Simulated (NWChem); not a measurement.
Molecule: GeH3O2Br; SMILES [OH][GeH]([OH])[Br]

```xyz
7

Ge     0.0065     0.7729     0.2895
O     -1.4834     1.2848    -0.5103
O      1.4025     1.5471    -0.4604
Br     0.0561    -1.4965    -0.0303
H      0.0683     1.1227     1.7749
H     -1.5109     2.2402    -0.6431
H      1.5728     1.2368    -1.3577
```
Atoms are numbered in this order, from 1.

Program: NWChem. Pople sets run with spherical d functions. The geometry was optimised at PBE0/def2-SVP. B3LYP is NWChem's, with the RPA form of VWN correlation. GIAO values for the isolated, static molecule; σ is the absolute isotropic shielding, δ = σ(reference) − σ with the isolated reference molecule computed at the same levels (1H: tetramethylsilane, 17O: water). Spin-orbit effects, on the heavy nuclei and on their neighbours, are missing.

For level B3LYP/6-311G**:

```yaml
"σ Ge1 (ppm)": 1234.9
"δ O2 (ppm)": 87.8
"δ O3 (ppm)": 101.5
"σ Br4 (ppm)": 2442.4
"δ H5 (ppm)": 6.36
"δ H6 (ppm)": 1.18
"δ H7 (ppm)": 1.75
```

**Question.** Estimate the same quantities for level B3LYP/6-31G*.

**Answer.** 
| Item | Value |
|---|---|
| σ Ge1 (ppm) | 1459.4 |
| δ O2 (ppm) | 71.5 |
| δ O3 (ppm) | 82.4 |
| σ Br4 (ppm) | 2532.1 |
| δ H5 (ppm) | 6.52 |
| δ H6 (ppm) | 1.51 |
| δ H7 (ppm) | 1.89 |
